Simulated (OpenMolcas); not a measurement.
Ni2+ with its 6 nearest fluoride ions at 2.092 Å, on the Ca site of CsCaF3 (a = 4.526 Å, distance in the model lattice 2.263 Å). The rest of the host is ab initio model potentials to 7.6 Å, with orthogonalisation functions on the cations behind the ligands, and point charges beyond; the distance is set by hand and nothing relaxes. Ligand basis ANO-RCC-VDZP.

```yaml
Program: OpenMolcas
Method: "SS-CASPT2, IPEA 0.25 Eh, imaginary shift 0.1 Eh (closed shells correlated: 3s 3p and the ligand valence shells)"
Basis: ANO-RCC-VTZP [6s5p3d2f1g]
Scalar_Hamiltonian: DKH2, point nucleus
Active_space: 8 electrons in 5 orbitals (3d)
State_averaging: 2S+1 = 3 even, 10 roots; 2S+1 = 1 even, 15 roots
Spin-orbit_coupling: state interaction with AMFI integrals over the reference wave functions
```

(1) What is the spin-free ground state (labels of O, the rotations of Oh)?

(2) Where is the first state of the same spin?

(3) What are the lowest two levels with spin-orbit coupling?

(4) What is χT at 300 K, and how does it compare with the textbook value?

## Answers

(1) 3A2, 1-fold in its orbital part, 100 % from free-ion F terms; it has the highest spin that d8 allows.

(2) 3T2 at 6670 cm-1 above the ground state.

(3) A 3-fold level T2, then a 2-fold level E 6350 cm-1 above it. Their leading multiplicities are 3 (100 %) and 3 (99 %).

(4) The lowest level has 2S+1 = 3, for which the spin-only value is χT = S(S+1) / 2 = 1.000 cm3 K/mol (g = 2). The computed 1.462 at 300 K differs by +0.462, through orbital momentum, spin-orbit coupling and any other state in reach.

Roots that are degenerate in the reference are averaged as groups; the widest CASPT2 spread within a group is 180 cm-1 (the 3-fold group of multiplicity 3 near 10700 cm-1 above the lowest state of its run). Shifts and gaps below about the spread of the groups concerned are not significant. Over all roots computed the reference weight is 0.71 to 0.73; a low but even weight reflects the number of correlated electrons. A single d shell leaves out the double-shell effect, which counts most for late 3d ions, where the CASPT2 field can be off either way by tens of per cent. Ligand-to-metal charge-transfer states are missing. These CASPT2 states fit no ligand-field parameters well, so their order and spin gaps are uncertain. For late 3d ions with one d shell CASPT2 can put B and the spin-flip bands somewhat low as well as high. With one d shell and no ligand orbital active, 10Dq can be off by tens of per cent for divalent 3d ions, low with halides held by bare charges and at times high in hosts, and the orbital part of g and χT goes as 1/10Dq. Free-ion shares, where given, are those of the reference states; single-state CASPT2 does not remix them. No measured value stands beside these numbers; the geometry was set by hand and not optimised.
